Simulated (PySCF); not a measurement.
Geometry (Å), atoms numbered from 1 in this order:
```xyz
15

Si   -0.1086   -0.0075   -0.0690
N    -0.0396   -0.0312    1.6614
C     0.0416   -0.0424    2.8532
S     0.1419   -0.0575    4.4239
N     1.5338    0.0346   -0.6182
C     2.6769    0.0641   -0.9639
S     4.1804    0.1025   -1.4284
C    -0.9617    1.5476   -0.6152
H    -0.9819    1.6115   -1.7141
H    -0.4362    2.4321   -0.2253
H    -1.9985    1.5701   -0.2459
C    -0.8971   -1.5795   -0.6610
H    -1.9320   -1.6554   -0.2932
H    -0.3360   -2.4537   -0.2988
H    -0.9158   -1.6113   -1.7613
```

Geometry: PBE0-D3(BJ)/def2-SVP; GIAO shifts from PySCF 2.14.0 with density-fitted response routines, gas phase, non-relativistic, averaged over equivalent atoms.

At PBE0/pcSseg-1 (204 basis functions, 2 min wall time on 1 thread of an AMD EPYC, shared host):
```json
{"atoms": "Si1", "δ (ppm)": "-34.6"}
{"atoms": "N2/N5", "δ (ppm)": "126.7"}
{"atoms": "C3/C6", "δ (ppm)": "149.4"}
{"atoms": "C8/C12", "δ (ppm)": "1.7"}
{"atoms": "S4/S7", "δ (ppm)": "-225.2"}
{"atoms": "H9/H10/H11/H13/H14/H15", "δ (ppm)": "0.33"}
```

Chemical shifts δ = σref − σ; ²⁹Si (σref 351.99) and ¹³C (σref 184.41) and ¹H (σref 31.27) vs TMS; NH3 for ¹⁵N (σref 265.67); CS2 for ³³S (σref 495.66), all at this level.

Question: Predict the values at wB97X-D/pcSseg-1 on the same geometry.

Answer: 
```json
{"atoms": "Si1", "δ at wB97X-D/pcSseg-1": "-31.4", "change": "+3.2"}
{"atoms": "N2/N5", "δ at wB97X-D/pcSseg-1": "122.9", "change": "-3.8"}
{"atoms": "C3/C6", "δ at wB97X-D/pcSseg-1": "154.2", "change": "+4.8"}
{"atoms": "C8/C12", "δ at wB97X-D/pcSseg-1": "1.6", "change": "-0.1"}
{"atoms": "S4/S7", "δ at wB97X-D/pcSseg-1": "-229.4", "change": "-4.2"}
{"atoms": "H9/H10/H11/H13/H14/H15", "δ at wB97X-D/pcSseg-1": "0.32", "change": "-0.01"}
```

Scale: TMS for ²⁹Si (σref 352.93) and ¹³C (σref 184.54) and ¹H (σref 31.38); ¹⁵N (σref 263.98) against NH3; ³³S (σref 493.71) vs CS2 (reference shieldings calculated alike).

The largest change is at C3/C6 (carbon bonded to N, S). Cost: 204 basis functions, 110 s wall time on 1 thread of an AMD EPYC, shared host.

Experimental scales use liquid or dissolved standards, which lie at an offset from isolated NH3 (liquid NH3: subtract about 20 ppm).
